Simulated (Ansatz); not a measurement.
# Worked example: a bond strength in SiHCl2OF (SMILES O[Si](F)(Cl)Cl)

SiHCl2OF has 6 atoms, charge 0, and is taken as a singlet. As SMILES, `O[Si](F)(Cl)Cl`. The shape was relaxed beforehand at r2SCAN/def2-SVP. This is one conformer, not always the lowest.

```xyz
6

O    -0.5224    0.4639    1.1326
Si    0.2160    0.0155   -0.2509
F     1.6032   -0.7400    0.0508
Cl   -0.9298   -1.2819   -1.3368
Cl    0.6219    1.6982   -1.3074
H    -0.9467   -0.2199    1.6656
```

Wanted: the dissociation energy of the Si2–O1 bond into doublet SiCl2F and doublet OH (shapes relaxed at r2SCAN/def2-SVP, no zero-point term). 1 Eh = 2625.50 kJ/mol = 27.2114 eV. Totals in Eh; open shells run unrestricted unless said.

| level | program | SiHCl2OF | doublet SiCl2F | doublet OH |
| --- | --- | --- | --- | --- |
| r2SCAN/def2-SVP | Ansatz | -1385.100555 | -1309.264950 | -75.629767 |
| RPA@PBE/def2-SVP, 17 core orbitals frozen | Ansatz | -1383.566793 | -1307.803337 | -75.572104 |
| CCSD(T)/def2-SVP, 17 core orbitals frozen | Ansatz | -1383.282894 | -1307.587824 | -75.490186 |

Question: Work out the dissociation energy at each level.

Answer: 
1. r2SCAN/def2-SVP: (-1309.264950) + (-75.629767) − (-1385.100555) = 0.205838 Eh = 540.4 kJ/mol = 5.60 eV.
2. RPA@PBE/def2-SVP: (-1307.803337) + (-75.572104) − (-1383.566793) = 0.191352 Eh = 502.4 kJ/mol = 5.21 eV.
3. CCSD(T)/def2-SVP: (-1307.587824) + (-75.490186) − (-1383.282894) = 0.204884 Eh = 537.9 kJ/mol = 5.58 eV.

The levels span 502 to 540 kJ/mol; no measured value is set beside them. A bond enthalpy at 298 K also holds the loss of zero-point energy and thermal terms.
